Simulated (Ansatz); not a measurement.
ClCrHO3 (`[O]=[Cr](=[O])([OH])[Cl]`) at its PBE0-D4/def2-TZVP geometry, where that method's forces vanish. Total charge 0; spin multiplicity 1.

| atom | x (Å) | y (Å) | z (Å) |
| --- | --- | --- | --- |
| O1 | 0.813 | 0.965 | -1.331 |
| Cr2 | -0.063 | 0.280 | -0.266 |
| O3 | -0.628 | 1.330 | 0.711 |
| O4 | 0.894 | -0.884 | 0.585 |
| Cl5 | -1.692 | -0.687 | -1.218 |
| H6 | 0.676 | -1.004 | 1.518 |

**Question.** For each bond, give half the difference of the two atoms' forces along it (eV/Å; positive pushes the atoms apart) under PBE-D4, r2SCAN-D4, B3LYP-D4, ωB97M-V in def2-TZVPP. (An estimate is asked.)

**Answer.** The calculation gave: 
```csv
bond,length (Å),PBE-D4,r2SCAN-D4,B3LYP-D4,ωB97M-V
O1–Cr2,1.539,1.44,0.91,0.62,-0.25
Cr2–O3,1.541,1.35,0.84,0.60,-0.24
Cr2–O4,1.731,0.08,0.02,0.13,0.12
Cr2–Cl5,2.120,-0.38,-0.29,-0.02,0.21
O4–H6,0.965,0.26,-0.04,-0.09,-0.07
```

B3LYP here is the variant with VWN-RPA as its local correlation; programs differ in this.

Program: Ansatz 0.2.0.
